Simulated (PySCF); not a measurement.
Species: C₆H₆F₂.
Geometry (GFN2-xTB, Å), atoms numbered from 1 in this order:
```
atom  x, y, z in Å
C1    -1.5044   -0.8318   -0.1081
C2    -0.4929    0.2199   -0.5352
C3    -0.4474    1.4915    0.2789
F4    -1.3715    2.4315    0.4463
C5     0.7958    1.3152    0.7419
C6     0.9303    0.0552    0.0130
C7     1.8743   -0.8589   -0.1085
F8     1.7080   -1.9532   -0.8738
H9    -2.5102   -0.5144   -0.3737
H10   -1.4580   -0.9865    0.9677
H11   -1.2918   -1.7747   -0.6056
H12   -0.5329    0.3757   -1.6154
H13    1.4577    1.8642    1.3811
H14    2.8424   -0.8342    0.3692
```

Computed with TDDFT CAM-B3LYP/def2-SVPD, vertical, gas phase, core orbitals frozen in the response (PySCF).

Ground-to-excited transition dipoles (e·a0, same axes as the geometry; the sign carries no meaning), for the states with f of 0.002 or more among the lowest 7:

| state | E (eV) | μx | μy | μz |
| --- | --- | --- | --- | --- |
| S1 | 5.951 | 1.200 | -0.787 | 0.037 |
| S2 | 6.290 | -0.432 | 0.346 | 0.092 |
| S3 | 6.855 | 0.190 | 0.113 | -0.248 |
| S4 | 6.903 | -0.378 | 0.526 | 0.110 |
| S5 | 7.139 | 0.299 | -0.256 | -0.150 |
| S6 | 7.687 | -0.023 | 0.401 | 0.310 |
| S7 | 7.766 | 0.132 | -0.437 | -0.169 |

Q: Work out the oscillator strengths.

A: f = (2/3) ΔE |μ|² with ΔE in hartree (27.2114 eV).

```csv
state,|μ|² (au),|μ| (D),f
S1,2.062,3.65,0.301
S2,0.315,1.43,0.048
S3,0.110,0.84,0.019
S4,0.432,1.67,0.073
S5,0.177,1.07,0.031
S6,0.257,1.29,0.048
S7,0.237,1.24,0.045
```

Q: What angle do the transition dipoles of S1 and S4 make?

A: |cos θ| = |μa·μb| / (|μa| |μb|) = 0.92, so θ ≈ 24° (taken between 0 and 90°, since the signs are arbitrary).

Q: What peak molar absorption coefficient would the strongest computed level give as a lone Gaussian band 0.4 eV wide at half height?

A: ε(max) = 2.175×10⁸ f / FWHM, with the width in cm⁻¹. S1: 2.175×10⁸ × 0.3007 / 3226 ≈ 20000 L mol⁻¹ cm⁻¹.
